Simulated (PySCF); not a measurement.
## Scandium: a sound run and one with changed settings

Sound run: Sc [Ar] 3d1 4s2, Sc⁺ [Ar] 3d1 4s1. Calculation: PySCF 2.14, in 6-31G*; no relativity, point nucleus. The sound run starts from symmetry-adapted Hartree-Fock orbitals and uses a fine grid where one is needed.

A second run was set up differently.

```
species  method  sound run (hartree)  changed run (hartree)  converged
     Sc     UHF           -759.67571             -759.67421         no
     Sc   M06-L                  n/a             -759.79049         no
     Sc     LDA           -758.59903             -757.68340         no
    Sc⁺     UHF           -759.47888             -759.47809         no
    Sc⁺   M06-L                  n/a             -760.15929         no
    Sc⁺     LDA           -758.35670             -758.23314         no
```

Problem. What was changed?
A. too few SCF iterations
B. minimal basis
C. all electrons correlated in a valence basis
D. basis contracted for another Hamiltonian

Solution. A. It used initial guess minao, at most 2 SCF cycles. The SCF was stopped early; the energies are upper bounds that still move, and correlated levels were skipped or rest on poor orbitals.
